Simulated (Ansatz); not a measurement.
Input file for Ansatz (a quantum-chemistry and plane-wave program): R-PBE/def2-TZVPP on CH4BClO (SMILES CB(O)Cl), a point of a torsion scan.

Ansatz 0.2 input:
```yaml
crystal:
  periodic: [false, false, false]
  atoms:
    - {symbol: C, position_ang: [-0.92049747, -0.11716311, 0.02228244]}
    - {symbol: B, position_ang: [0.46778143, 0.65440168, 0.09648667]}
    - {symbol: O, position_ang: [1.65788958, 0.07998354, 0.29855235]}
    - {symbol: Cl, position_ang: [0.50545997, 2.37853215, -0.06837954]}
    - {symbol: H, position_ang: [-1.57275703, 0.29386921, -0.74333450]}
    - {symbol: H, position_ang: [-0.79959239, -1.18111023, -0.17067124]}
    - {symbol: H, position_ang: [-1.45595257, -0.01760249, 0.96540135]}
    - {symbol: H, position_ang: [1.69317145, -0.87144936, 0.39864393]}
basis:
  gaussian:
    orbitals: def2-TZVPP
hamiltonian:
  xc: {name: PBE}
scf: {lower_state_search: off}
```

### Question
What total energy does the run end on?

### Answer
-600.5983 hartree.
